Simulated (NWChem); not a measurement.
Correlation energy of BO

```xyz
2

B      0.0000     0.0000     0.7405
O      0.0000     0.0000    -0.4628
```
Charge 0, spin multiplicity 2.

The numbers come from NWChem runs, not from measurements. All single points use one geometry, from UB3LYP/def2-SVP, a minimum by its harmonic frequencies.

Basis set: def2-SVP. Each correlation energy counts from its own Hartree-Fock reference.

```
method           correlation energy (mHa)
---------------  ------------------------
CCSD(T) on UHF                     -253.3
UMP2                               -239.5
CCSD on ROHF                       -248.1
SCS-UMP2                           -228.4
CCSDT on ROHF                      -258.0
CCSD[T] on UHF                     -255.2
CCSD(T) on ROHF                    -257.4
CCSD on UHF                        -244.4
CCSD[T] on ROHF                    -259.6
```

The values span 31.2 mHa, from CCSD[T] on ROHF (lowest) to SCS-UMP2 (highest). 

The correlated methods keep 2 core orbitals frozen. The structure started from a generated list of species. The unpaired electrons of the parent sit in orbitals of symmetry a1 (C2v labels of the run); other states weren't searched. No SCF solution was tested for a lower state. Open-shell Hartree-Fock references start from PBE0 orbitals. No row is a measurement; the coupled-cluster row has its own basis-set and correlation limits.
